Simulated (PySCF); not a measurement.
## Calculated data, AlBH3, AlBH5, Al2BH4N, Al2BClH3

All values are calculated (PySCF 2.14.0). Calculation on a computer-drawn molecule: the log of a Hartree-Fock and frozen-core CCSD(T) single point meant for a local Hartree-Fock minimum, with one planted fault or none, to be diagnosed. Offsets are logged minus clean, where the clean run is the same molecule without the fault. The reference is restricted for singlets and unrestricted otherwise, and also for a bond in bohr or an excited solution. Adding or removing an electron swaps singlet and doublet. The excited solution moves the top pair (singlet) or top alpha electron (doublet) to the lowest empty orbital. Highest occupied and lowest empty are orbital energies over both spins, largest force is the largest gradient component, triples share is (T) over the correlation energy, the T1 limit is 0.02 restricted and 0.045 unrestricted, electrons count all cores, a negative frequency is imaginary (commonest isotopes), and the dipole is about the centre of nuclear charge.

Common to all runs: logged SCF converged yes; logged CC converged yes; logged SCF stable within its kind yes; possible faults no fault, one electron removed, one electron added, multiplicity raised by two, geometry at a saddle point, SCF held on an excited solution, minimal basis STO-3G, one bond length entered in bohr, all coordinates scaled.

(1) 
```xyz
5
formula=AlBH3 meant_charge=1 meant_multiplicity=1 meant_basis=cc-pV(D+d)Z logged_electrons=20 logged_basis_functions=52 logged_spin_squared=0 logged_highest_occupied=-16.905 logged_lowest_empty=-5.6557 logged_largest_force=0.017044 logged_T1_diagnostic=0.010093 logged_D1_diagnostic=0.020219 logged_triples_share=0.018391 logged_dipole_magnitude=1.2864 logged_energy_HF=-268.0345 logged_energy_CCSD(T)=-268.1908 planted_fault=all_coordinates_scaled,by_-2.7_% HF_energy_offset_from_clean_run=1.44 CCSD(T)_energy_offset_from_clean_run=2.003
B      1.9803    -0.4941    -0.8497
Al     0.9861    -1.0117    -2.6430
H      1.8628     0.5886    -0.4599
H      2.6058    -1.3125    -0.3233
H      0.2764    -1.3809    -3.9230
```

Units: logged_highest_occupied, logged_lowest_empty in eV; logged_largest_force in hartree/bohr; logged_dipole_magnitude in debye; logged_energy_HF, logged_energy_CCSD(T) in hartree; HF_energy_offset_from_clean_run, CCSD(T)_energy_offset_from_clean_run in kcal/mol.

Drawn bonds:
```tsv
atom	other atom	order
1	2	1
1	3	1
1	4	1
2	5	1
```

(2) 
```xyz
5
formula=AlBH3 meant_charge=1 meant_multiplicity=1 meant_basis=cc-pV(D+d)Z logged_electrons=20 logged_basis_functions=52 logged_spin_squared=2.01 logged_highest_occupied=-13.804 logged_lowest_empty=-7.7391 logged_largest_force=0.023737 logged_T1_diagnostic=0.025035 logged_D1_diagnostic=0.07878 logged_triples_share=0.024931 logged_dipole_magnitude=1.6723 logged_energy_HF=-267.93442 logged_energy_CCSD(T)=-268.08439 planted_fault=multiplicity_raised_by_two HF_energy_offset_from_clean_run=64.24 CCSD(T)_energy_offset_from_clean_run=68.78
B      2.0353    -0.5078    -0.8733
Al     1.0135    -1.0398    -2.7164
H      1.9145     0.6049    -0.4727
H      2.6781    -1.3490    -0.3322
H      0.2841    -1.4192    -4.0319
```

Units: logged_highest_occupied, logged_lowest_empty in eV; logged_largest_force in hartree/bohr; logged_dipole_magnitude in debye; logged_energy_HF, logged_energy_CCSD(T) in hartree; HF_energy_offset_from_clean_run, CCSD(T)_energy_offset_from_clean_run in kcal/mol.

Drawn bonds:
```tsv
atom	other atom	order
1	2	1
1	3	1
1	4	1
2	5	1
```

(3) 
```xyz
7
formula=AlBH5 meant_charge=-1 meant_multiplicity=1 meant_basis=aug-cc-pV(D+d)Z logged_electrons=24 logged_basis_functions=100 logged_spin_squared=0 logged_highest_occupied=-4.437 logged_lowest_empty=3.3162 logged_largest_force=0.0091371 logged_T1_diagnostic=0.012477 logged_D1_diagnostic=0.028612 logged_triples_share=0.022993 logged_dipole_magnitude=2.4949 logged_energy_HF=-269.47073 logged_energy_CCSD(T)=-269.71495 planted_fault=all_coordinates_scaled,by_+1.9_% HF_energy_offset_from_clean_run=0.8385 CCSD(T)_energy_offset_from_clean_run=0.6786
B     -0.5290    -0.4756     0.7050
Al     0.3163    -1.8550     2.2660
H      0.1128     0.0482    -0.2257
H     -1.7122    -0.0848     0.6873
H      1.7187    -2.6182     1.7438
H      0.6735    -0.8908     3.6019
H     -0.8070    -3.0252     2.7060
```

Units: logged_highest_occupied, logged_lowest_empty in eV; logged_largest_force in hartree/bohr; logged_dipole_magnitude in debye; logged_energy_HF, logged_energy_CCSD(T) in hartree; HF_energy_offset_from_clean_run, CCSD(T)_energy_offset_from_clean_run in kcal/mol.

Drawn bonds:
```tsv
atom	other atom	order
1	2	1
1	3	1
1	4	1
2	5	1
2	6	1
2	7	1
```

(4) 
```xyz
8
formula=Al2BH4N meant_charge=0 meant_multiplicity=1 meant_basis=cc-pV(D+d)Z logged_electrons=42 logged_basis_functions=94 logged_spin_squared=2.0395 logged_highest_occupied=-6.0142 logged_lowest_empty=0.46965 logged_largest_force=0.030469 logged_T1_diagnostic=0.025247 logged_D1_diagnostic=0.089815 logged_triples_share=0.025252 logged_dipole_magnitude=3.8606 logged_energy_HF=-565.13446 logged_energy_CCSD(T)=-565.49189 planted_fault=one_bond_length_entered_in_bohr,row_3_of_the_drawn_bonds HF_energy_offset_from_clean_run=50.72 CCSD(T)_energy_offset_from_clean_run=99.03
B     -3.6107    -0.9981     1.1946
Al    -2.2306     0.1322     0.0078
Al    -0.1032    -0.9879    -0.9832
N      2.3519    -2.3649    -2.1034
H     -4.5388    -1.5882     0.7079
H     -3.4972    -1.0945     2.3880
H     -2.4330     1.6680    -0.3163
H      3.1599    -2.8005    -2.4772
```

Units: logged_highest_occupied, logged_lowest_empty in eV; logged_largest_force in hartree/bohr; logged_dipole_magnitude in debye; logged_energy_HF, logged_energy_CCSD(T) in hartree; HF_energy_offset_from_clean_run, CCSD(T)_energy_offset_from_clean_run in kcal/mol.

Drawn bonds:
```tsv
atom	other atom	order
1	2	1
2	3	1
3	4	2
1	5	1
1	6	1
2	7	1
4	8	1
```

(5) 
```xyz
7
formula=Al2BClH3 meant_charge=0 meant_multiplicity=2 meant_basis=cc-pV(D+d)Z logged_electrons=51 logged_basis_functions=98 logged_spin_squared=3.8066 logged_highest_occupied=-7.1608 logged_lowest_empty=-1.335 logged_largest_force=0.04597 logged_T1_diagnostic=0.024359 logged_D1_diagnostic=0.083699 logged_triples_share=0.02763 logged_dipole_magnitude=2.4727 logged_energy_HF=-969.68778 logged_energy_CCSD(T)=-970.05953 planted_fault=multiplicity_raised_by_two HF_energy_offset_from_clean_run=57.91 CCSD(T)_energy_offset_from_clean_run=65.19
B     -0.9816    -0.9046     0.3920
Al    -3.0559    -0.4547     0.0769
Al    -3.9368     0.7940    -2.1061
Cl    -3.9929     2.9447    -2.1622
H     -0.4147    -1.7842    -0.2041
H     -0.2977    -0.2708     1.1533
H     -4.1852    -1.0636     1.0164
```

Units: logged_highest_occupied, logged_lowest_empty in eV; logged_largest_force in hartree/bohr; logged_dipole_magnitude in debye; logged_energy_HF, logged_energy_CCSD(T) in hartree; HF_energy_offset_from_clean_run, CCSD(T)_energy_offset_from_clean_run in kcal/mol.

Drawn bonds:
```tsv
atom	other atom	order
1	2	1
2	3	1
3	4	1
1	5	1
1	6	1
2	7	1
```
